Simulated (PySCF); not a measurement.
An unknown shows these calculated signals:

1H NMR (600 MHz, computed): δ 10.97 (m, 1H), 9.89 (m, 1H), 4.21 (s, 3H).

13C{1H} NMR (computed): δ 209.2 (C), 201.1 (CH), 175.2 (C), 170.0 (CH), 132.5 (C), 54.5 (CH3).

[PySCF 2.14.0 with density-fitted response routines: shielding tensors at PBE0/pcSseg-1 (GIAO); geometry from GFN2-xTB; a single conformation; one averaged value for each set of equivalent atoms; isolated molecule; relativity neglected]

Scale: 1H, 13C vs TMS (reference shieldings calculated alike).

Which of these does the molecule contain: a Si–CH3 group, an N-methyl group, a tert-butyl group, a methoxy group, an ester?

## Answers


- A Si–CH3 group: no.
- An N-methyl group: no.
- A tert-butyl group: no.
- A methoxy group: yes (δC 54.5; δH 4.21 (s)).
- An ester: yes (δC 175.2).

The data belong to `InChI=1S/C6H5FO2P2/c1-9-6(8)4-2-10-3-11-5(4)7/h2-3H,1H3`; they needn't prove each group on their own.

Carbon signals by region: 4 in the far downfield region (above 160 ppm), 1 in the sp2 and nitrile region (100–160 ppm), 1 at 50–100 ppm. Above 160 ppm: 209.2, aromatic carbon bearing fluorine, 201.1, aromatic CH, 175.2, ester carbonyl carbon, 170.0, aromatic CH.

Splittings by 19F and 31P in the carbon and heteronuclear signals aren't shown, as no couplings were computed. Shifts are as computed. Against solution values, carbons near 30 ppm lie about +3 ppm off and those near 130 ppm about +5 ppm. Of 1211 compounds with measured shifts, 218 miss one by over three times the rms of a fit or turn the order of signals round; such compounds aren't used in these exercises. Multiplicities follow the n + 1 count of equivalent neighbours, as no J values were calculated; m marks all less simple cases, F and P coupling included.
